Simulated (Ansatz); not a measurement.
Ansatz (a quantum-chemistry and plane-wave program) input (HF/6-31G*):

Ansatz 0.2 input:
```yaml
crystal:
  periodic: [false, false, false]
  atoms:
    - {symbol: F, position_ang: [1.86634900, 0.73467300, 0.09414500]}
    - {symbol: C, position_ang: [1.06687600, -0.28632100, -0.56969600]}
    - {symbol: C, position_ang: [-0.28987200, -0.14691100, -0.08185100]}
    - {symbol: F, position_ang: [-0.54503500, -0.17261300, 1.33522500]}
    - {symbol: F, position_ang: [-1.08498200, -1.16310700, -0.54379500]}
    - {symbol: F, position_ang: [-0.91560900, 1.02836800, -0.42840400]}
    - {symbol: H, position_ang: [1.45146600, -1.24650000, -0.20524900]}
basis:
  gaussian:
    orbitals: 6-31G*
hamiltonian:
  xc: {name: HF}
total_charge: -1
relax: {f_tol: 0.003, max_steps: 120}
```

Output:

```
Functional definition: HF
integrals: 0.03 GiB planned
907 factors; integrals over basis functions are off by at most 3.3e-4 eV
mean field: 0.25 GiB planned
mean field evaluation 1: about -12894.2032 eV, gradient 4.2e1 eV
mean field evaluation 2: about -12894.2881 eV, gradient 4.3e1 eV
mean field evaluation 4: about -12898.1906 eV, gradient 3.9e0 eV
mean field evaluation 8: about -12898.2477 eV, gradient 1.2e-1 eV
mean field -12898.24785218 eV, -474.0018658214 hartree, gradient 2.1e-5 eV, S^2 0.000000; 0 other end points of the search recorded, 0 dependent functions left out
the calculation of the forces begins
reference -12898.24785218 eV, -474.0018658214 hartree; 25, 25 occupied and 67, 67 virtual orbitals, 907 factors
relax step   1: F+E_penalty+E_count = -12898.24785218 eV  Δ(F+E_penalty+E_count) = +0.000e0 eV  max|allowed force component| = 1.827e0 eV/Å  Δτ_max = 0.0000 Å  (35 SCF iters, accepted)
these checks for a lower state are left out or cut short: starts, cluster_reference, orbital_swaps, neighbouring_geometries, increment
integrals: 0.03 GiB planned
907 factors; integrals over basis functions are off by at most 3.2e-4 eV
mean field: 0.25 GiB planned
mean field evaluation 16: about -12898.3489 eV, gradient 2.3e-4 eV
mean field -12898.34889309 eV, -474.0055790060 hartree, gradient 2.4e-5 eV, S^2 0.000000; 0 other end points of the search recorded, 0 dependent functions left out
the calculation of the forces begins
reference -12898.34889309 eV, -474.0055790060 hartree; 25, 25 occupied and 67, 67 virtual orbitals, 907 factors
relax step   2: F+E_penalty+E_count = -12898.34889309 eV  Δ(F+E_penalty+E_count) = -1.010e-1 eV  max|allowed force component| = 1.171e0 eV/Å  Δτ_max = 0.0381 Å  (33 SCF iters, accepted)
these checks for a lower state are left out or cut short: starts, cluster_reference, orbital_swaps, neighbouring_geometries, increment
integrals: 0.03 GiB planned
907 factors; integrals over basis functions are off by at most 3.9e-4 eV
mean field: 0.25 GiB planned
mean field -12898.38630635 eV, -474.0069539181 hartree, gradient 1.1e-5 eV, S^2 0.000000; 0 other end points of the search recorded, 0 dependent functions left out
the calculation of the forces begins
reference -12898.38630635 eV, -474.0069539181 hartree; 25, 25 occupied and 67, 67 virtual orbitals, 907 factors
relax step   3: F+E_penalty+E_count = -12898.38630635 eV  Δ(F+E_penalty+E_count) = -3.741e-2 eV  max|allowed force component| = 2.387e-1 eV/Å  Δτ_max = 0.0480 Å  (34 SCF iters, accepted)
these checks for a lower state are left out or cut short: starts, cluster_reference, orbital_swaps, neighbouring_geometries, increment
integrals: 0.03 GiB planned
907 factors; integrals over basis functions are off by at most 3.9e-4 eV
mean field: 0.25 GiB planned
mean field evaluation 32: about -12898.3895 eV, gradient 2.3e-5 eV
mean field -12898.38952060 eV, -474.0070720397 hartree, gradient 2.2e-5 eV, S^2 0.000000; 0 other end points of the search recorded, 0 dependent functions left out
the calculation of the forces begins
reference -12898.38952060 eV, -474.0070720397 hartree; 25, 25 occupied and 67, 67 virtual orbitals, 907 factors
relax step   4: F+E_penalty+E_count = -12898.38952060 eV  Δ(F+E_penalty+E_count) = -3.214e-3 eV  max|allowed force component| = 5.726e-2 eV/Å  Δτ_max = 0.0077 Å  (34 SCF iters, accepted)
these checks for a lower state are left out or cut short: starts, cluster_reference, orbital_swaps, neighbouring_geometries, increment
integrals: 0.03 GiB planned
907 factors; integrals over basis functions are off by at most 3.9e-4 eV
mean field: 0.25 GiB planned
mean field -12898.38979248 eV, -474.0070820310 hartree, gradient 2.3e-5 eV, S^2 0.000000; 0 other end points of the search recorded, 0 dependent functions left out
the calculation of the forces begins
reference -12898.38979248 eV, -474.0070820310 hartree; 25, 25 occupied and 67, 67 virtual orbitals, 907 factors
relax step   5: F+E_penalty+E_count = -12898.38979248 eV  Δ(F+E_penalty+E_count) = -2.719e-4 eV  max|allowed force component| = 9.257e-2 eV/Å  Δτ_max = 0.0131 Å  (34 SCF iters, accepted)
these checks for a lower state are left out or cut short: starts, cluster_reference, orbital_swaps, neighbouring_geometries, increment
integrals: 0.03 GiB planned
907 factors; integrals over basis functions are off by at most 3.9e-4 eV
mean field: 0.25 GiB planned
mean field -12898.39006846 eV, -474.0070921731 hartree, gradient 2.4e-5 eV, S^2 0.000000; 0 other end points of the search recorded, 0 dependent functions left out
the calculation of the forces begins
reference -12898.39006846 eV, -474.0070921731 hartree; 25, 25 occupied and 67, 67 virtual orbitals, 907 factors
relax step   6: F+E_penalty+E_count = -12898.39006846 eV  Δ(F+E_penalty+E_count) = -2.760e-4 eV  max|allowed force component| = 1.006e-2 eV/Å  Δτ_max = 0.0036 Å  (26 SCF iters, accepted)
these checks for a lower state are left out or cut short: starts, cluster_reference, orbital_swaps, neighbouring_geometries, increment
integrals: 0.03 GiB planned
907 factors; integrals over basis functions are off by at most 3.9e-4 eV
mean field: 0.25 GiB planned
mean field -12898.39007953 eV, -474.0070925799 hartree, gradient 2.5e-5 eV, S^2 0.000000; 0 other end points of the search recorded, 0 dependent functions left out
the calculation of the forces begins
reference -12898.39007953 eV, -474.0070925799 hartree; 25, 25 occupied and 67, 67 virtual orbitals, 907 factors
relax step   7: F+E_penalty+E_count = -12898.39007953 eV  Δ(F+E_penalty+E_count) = -1.107e-5 eV  max|allowed force component| = 2.837e-3 eV/Å  Δτ_max = 0.0012 Å  (24 SCF iters, accepted)
integrals: 0.03 GiB planned
907 factors; integrals over basis functions are off by at most 3.9e-4 eV
mean field: 0.25 GiB planned
mean field evaluation 64: about -12898.3901 eV, gradient 1.1e-5 eV
mean field -12898.39007953 eV, -474.0070925799 hartree, gradient 2.5e-5 eV, S^2 0.000000; 1 other end points of the search recorded, 0 dependent functions left out
the calculation of the forces begins
reference -12898.39007953 eV, -474.0070925799 hartree; 25, 25 occupied and 67, 67 virtual orbitals, 907 factors
Total energy: -12898.39007953 eV, -474.0070925799 hartree
Atom 0 at     1.817005     0.719003     0.134115 Å, force     0.000172    -0.001086    -0.000631 eV/Å
Atom 1 at     1.073345    -0.287217    -0.604771 Å, force     0.000682    -0.000971     0.002240 eV/Å
Atom 2 at    -0.296162    -0.143333    -0.073014 Å, force     0.000657     0.001725     0.000321 eV/Å
Atom 3 at    -0.480064    -0.172349     1.279602 Å, force    -0.000287     0.001693    -0.000600 eV/Å
Atom 4 at    -1.086963    -1.136520    -0.525247 Å, force     0.001401     0.000036    -0.001028 eV/Å
Atom 5 at    -0.908996     1.000486    -0.430248 Å, force    -0.000566    -0.002837     0.001309 eV/Å
Atom 6 at     1.431029    -1.232481    -0.180062 Å, force    -0.002059     0.001440    -0.001610 eV/Å
Dipole moment:    -0.606658    -0.121825     0.330279 e Å
```

The dipole moment of an ion depends on the origin.

The geometry given is a B3LYP-D3(BJ)/def2-TZVP minimum.
